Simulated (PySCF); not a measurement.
A structure optimised at B3LYP-D3(BJ)/def2-TZVP, used in a PySCF frequency run:

```
Te
Cl 1 2.3484
Cl 1 2.3484 2 99.46
```
Charge 0, spin multiplicity 1.

Task: Write its SMILES, formula and point group.

Result: Cl[Te]Cl, Cl₂Te, C2v

Task: What are its rotational constants (standard atomic weights)?

Result: 4.8120, 2.2202, 1.5192 GHz
